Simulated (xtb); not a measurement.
AuCl₄, charge -1, singlet, geometry from GFN2-xTB (such geometries of metal compounds can be far from the true shape); xtb with GFN2-xTB.

Here is a job for xtb.
```
$ xtb mol.xyz --gfn 2 --chrg -1 --etemp 3000 --json

# file mol.xyz
5

Au    -0.00000000     0.00000000    -0.00000000
Cl     2.10237282    -0.85465654     0.00310144
Cl     0.85465979     2.10237254    -0.00228057
Cl    -2.10237282     0.85465654    -0.00310144
Cl    -0.85465979    -2.10237254     0.00228057
```

Output, abridged:

```
   ID    Z sym.   atoms
    1   79 Au     1
    2   17 Cl     2-5

           -------------------------------------------------
          |                Calculation Setup                |
           -------------------------------------------------

           -------------------------------------------------
          |                 G F N 2 - x T B                 |
           -------------------------------------------------

          ...................................................
          :                      SETUP                      :
          :.................................................:
          :  # basis functions                  50          :
          :  # atomic orbitals                  45          :
          :  # shells                           15          :
          :  # electrons                        40          :
          :  max. iterations                   250          :
          :  Hamiltonian                  GFN2-xTB          :
          :  restarted?                      false          :
          :  GBSA solvation                  false          :
          :  PC potential                    false          :
          :  electronic temp.         3000.0000000     K    :
          :  accuracy                    1.0000000          :
          :  -> integral cutoff          0.2500000E+02      :
          :  -> integral neglect         0.1000000E-07      :
          :  -> SCF convergence          0.1000000E-05 Eh   :
          :  -> wf. convergence          0.1000000E-03 e    :
          :  Broyden damping             0.4000000          :
          :  net charge                         -1          :
          :  unpaired electrons                  0          :
          ...................................................

 iter      E             dE          RMSdq      gap      omega  full diag
   1    -22.2671589 -0.222672E+02  0.747E+00    2.12       0.0  T
   2    -22.4227456 -0.155587E+00  0.642E+00    1.73       1.0  T
   3    -22.4312286 -0.848293E-02  0.439E+00    1.87       1.0  T
   4    -22.4338288 -0.260020E-02  0.701E-01    1.98       1.0  T
   5    -22.4339358 -0.107013E-03  0.481E-01    1.93       1.0  T
   6    -22.4341189 -0.183079E-03  0.107E-01    1.97       1.0  T
   7    -22.4341285 -0.959796E-05  0.451E-02    1.95       1.0  T
   8    -22.4341337 -0.519559E-05  0.138E-02    1.96       3.2  T
   9    -22.4341339 -0.236391E-06  0.143E-03    1.96      31.2  T
  10    -22.4341339 -0.567397E-08  0.385E-04    1.96     116.2  T
  11    -22.4341339 -0.131855E-09  0.189E-05    1.96    2361.1  T

   *** convergence criteria satisfied after 11 iterations ***

         :::::::::::::::::::::::::::::::::::::::::::::::::::::
         ::                     SUMMARY                     ::
         :::::::::::::::::::::::::::::::::::::::::::::::::::::
         :: total energy             -22.428727573922 Eh    ::
         :: gradient norm              0.006025295700 Eh/a0 ::
         :: HOMO-LUMO gap              1.956353075718 eV    ::
         ::.................................................::
         :: SCC energy               -22.434130271954 Eh    ::
         :: -> isotropic ES            0.138508079138 Eh    ::
         :: -> anisotropic ES         -0.007841295956 Eh    ::
         :: -> anisotropic XC         -0.011439453948 Eh    ::
         :: -> dispersion             -0.007303047673 Eh    ::
         :: repulsion energy           0.005402698033 Eh    ::
         :: add. restraining           0.000000000000 Eh    ::
         :: total charge              -1.000000000000 e     ::
         :::::::::::::::::::::::::::::::::::::::::::::::::::::

           -------------------------------------------------
          |                Property Printout                |
           -------------------------------------------------

    * Orbital Energies and Occupations

         #    Occupation            Energy/Eh            Energy/eV
[...]
        10        2.0000           -0.3664804              -9.9724
        11        1.9990           -0.3263623              -8.8808
        12        1.9990           -0.3263623              -8.8808
        13        1.9974           -0.3170257              -8.6267
        14        1.9926           -0.3069696              -8.3531
        15        1.9880           -0.3023294              -8.2268
        16        1.9878           -0.3021426              -8.2217
        17        1.9878           -0.3021426              -8.2217
        18        1.9868           -0.3014116              -8.2018
        19        1.9868           -0.3014116              -8.2018
        20        1.9795           -0.2971810              -8.0867 (HOMO)
        21        0.0951           -0.2252864              -6.1304 (LUMO)
        22                          0.0763715               2.0782
        23                          0.0983036               2.6750
        24                          0.1524902               4.1495
        25                          0.1524902               4.1495
        26                          0.1530197               4.1639
        27                          0.1543578               4.2003
        28                          0.1543578               4.2003
        29                          0.1543578               4.2003
        30                          0.1543967               4.2013
        31                          0.1543967               4.2013
       ...                                ...                  ...
        45                          0.9172078              24.9585
      -------------------------------------------------------------
                  HL-Gap            0.0718947 Eh            1.9564 eV
             Fermi-level           -0.2537601 Eh           -6.9052 eV

     #   Z          covCN         q      C6AA      α(0)
     1  79 Au       3.504     0.476   256.968    30.708
     2  17 Cl       0.898    -0.369   111.084    16.124
     3  17 Cl       0.898    -0.369   111.084    16.124
     4  17 Cl       0.898    -0.369   111.084    16.124
     5  17 Cl       0.898    -0.369   111.084    16.124

 Mol. C6AA /au·bohr⁶  :       3369.173370
 Mol. C8AA /au·bohr⁸  :     184486.663363
 Mol. α(0) /au        :         95.204419

Wiberg/Mayer (AO) data.
largest (>0.10) Wiberg bond orders for each atom

 ---------------------------------------------------------------------------
     #   Z sym  total        # sym  WBO       # sym  WBO       # sym  WBO
 ---------------------------------------------------------------------------
     1  79 Au   2.648 --     3 Cl   0.662     5 Cl   0.662     4 Cl   0.662
                             2 Cl   0.662
     2  17 Cl   0.887 --     1 Au   0.662     4 Cl   0.163
     3  17 Cl   0.887 --     1 Au   0.662     5 Cl   0.163
     4  17 Cl   0.887 --     1 Au   0.662     2 Cl   0.163
     5  17 Cl   0.887 --     1 Au   0.662     3 Cl   0.163
 ---------------------------------------------------------------------------

Topologies differ in total number of bonds
Writing topology from bond orders to xtbtopo.mol

molecular dipole:
                 x           y           z       tot (Debye)
 q only:        0.000       0.000      -0.000
   full:        0.000       0.000       0.000       0.000
molecular quadrupole (traceless):
                xx          xy          yy          xz          yz          zz
 q only:       -6.786      -0.000      -6.786      -0.018       0.029      13.572
  q+dip:       -9.768      -0.000      -9.768      -0.026       0.042      19.536
   full:       -9.692      -0.000      -9.692      -0.026       0.042      19.385

           -------------------------------------------------
          | TOTAL ENERGY              -22.428727573922 Eh   |
          | GRADIENT NORM               0.006025295700 Eh/α |
          | HOMO-LUMO GAP               1.956353075718 eV   |
           -------------------------------------------------

normal termination of xtb
```
